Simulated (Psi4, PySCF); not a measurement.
tert-butylarsine (C₄H₁₁As), singlet, at a GFN2-xTB geometry, atoms displaced at random by about 0.03 Å a coordinate. Base run: TPSS/STO-3G, gradient run with PySCF.

Here is a job for PySCF.
```python
from pyscf import gto, scf, dft

mol = gto.Mole()
mol.atom = '''
    C    -0.82926873    1.27513484    1.28681888
    C    -0.69867507   -0.02825079    0.37936597
    C    -0.88944001   -1.22898710    1.26641378
    C    -1.84261437    0.04409939   -0.68994539
    As    1.02935713   -0.07279385   -0.55212517
    H    -1.81003281    1.30636796    1.75519475
    H    -0.70480636    2.15625179    0.62919591
    H    -0.02354476    1.25079688    1.97999158
    H    -0.79956817   -2.09167265    0.66240887
    H    -1.79636822   -1.21420758    1.79046784
    H    -0.10127383   -1.29145400    1.96712534
    H    -1.76434505   -0.85115966   -1.27370526
    H    -1.77316412    0.91409367   -1.32199973
    H    -2.84809342    0.03137535   -0.15825029
    H     1.05497153    1.35501050   -1.03416769
    H     1.84441531    0.26837655    0.60099130
'''
mol.basis = 'sto-3g'
mol.verbose = 4
mol.build()

mf = dft.RKS(mol)
mf.xc = 'tpss'
mf.kernel()
g = mf.nuc_grad_method()
grad = g.kernel()
```

Programs used: Psi4, PySCF; a row that names a program was run with it.

The coordinate followed is y of atom 15.

The base run was repeated with changes; each row names its change, and settings that it needs were set with it.

```csv
change,dE/dx (Eh/bohr),net force (Eh/bohr)
base,0.013877,0.000045
conv_tol = 1e-11,0.013877,0.000045
conv_tol = 1e-6,0.013869,0.000045
finite difference step (bohr) = 1e-3; conv_tol = 1e-11,0.013880,-
grids.level = 0; grid_response = on,0.015340,0.000000
finite difference step (bohr) = 1e-5; conv_tol = 1e-11,0.013880,-
density fitting = on,0.013855,0.000045
grids.level = 0; grid_response = off,0.012860,0.015677
finite difference step (bohr) = 1e-4; conv_tol = 1e-11,0.013880,-
grids.level = 1; grid_response = off,0.013880,0.000103
code = psi4,0.013827,0.000772
finite difference step (bohr) = 0.2; conv_tol = 1e-11,0.011864,-
```

The net force is zero for an exact gradient.
